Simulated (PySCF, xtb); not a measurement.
furan-2-ylsilane (C4H6OSi), SMILES c1cc([SiH3])oc1.

xtb with GFN2-xTB at its own geometry gives an orbital gap of 4.26 eV and a dipole moment of 0.26 D.

Geometry: ωB97X-D3(BJ)/def2-SVP.

Question: What does M06-2X/def2-TZVP (PySCF) give? (Estimate from the structure and the level; the computed values follow.)

Answer: gap 8.43 eV (levels -7.85 and 0.58 eV), dipole 0.93 D.
